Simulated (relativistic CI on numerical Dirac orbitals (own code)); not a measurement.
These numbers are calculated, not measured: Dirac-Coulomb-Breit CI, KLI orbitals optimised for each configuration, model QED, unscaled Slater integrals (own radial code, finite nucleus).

The strongest absorption lines from the ground level of an ion, among the configurations computed and to levels below about 22000 eV (vacuum wavelength in Å, gf): 0.5626 (0.012), 0.5695 (0.02), 0.5827 (0.043), 0.5832 (0.014), 0.6135 (0.11), 0.6147 (0.037), 0.7218 (0.58), 0.7278 (0.19).

Task: Which ion is it?
A. Ru⁴²⁺
B. Sr³⁶⁺
C. Br³³⁺
D. Nb³⁹⁺

Result: D. Nb³⁹⁺ has 2 electrons and the ground level 1s² ¹S0; the strongest line goes to 1s2p ¹P°1. The pattern of lines fixes the number of electrons, and along that sequence the line energies rise steadily with the charge (about as its square where n changes within one kind of shell, about linearly where n is kept but much faster in heavy ions where fine structure, which grows about as Z⁴, sets the gap, and irregularly where shells cross), which fixes Z. Configurations outside the model, such as inner-shell arrays, can give stronger lines. At this charge energies of transitions that change n are usually good to better than 1 %, and those within a shell (Δn = 0) to a few per cent.

LS names give the leading component of a level, which can be under half, so a name can repeat, a term be missing and a line seem to break the LS rules.
